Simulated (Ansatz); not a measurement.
Basis-set extrapolation for `C[Si](O)[SiH3]` radical (PBE0-D4/def2-TZVP geometry, frozen core, the Gaussian-basis code of Ansatz). Multiplicity 2, UHF reference.

```tsv
	def2-TZVPP	def2-QZVPP
HF	-694.757574	-694.781582
MP2 correlation	-0.648369	-0.696898
CCSD(T) correlation	-0.724848	not run
```

Energies in hartree. Use E(X) = E(∞) + A·exp(−7.88·√X) for Hartree–Fock and E(X) = E(∞) + B·X^(−2.97) for correlation, with X = 3 and 4, and add CCSD(T) minus MP2 of the smaller set to the MP2 limit.

Q: What is the CCSD(T) energy at the basis-set limit?

A: HF limit: -694.781582 + (-0.024008) × 0.13774 = -694.78489. MP2 limit: -0.696898 + (-0.048529) × 0.74074 = -0.73285. Higher-order term: -0.724848 − (-0.648369) = -0.07648. Total: -695.59422 hartree, 3.04 eV below CCSD(T)/def2-TZVPP.
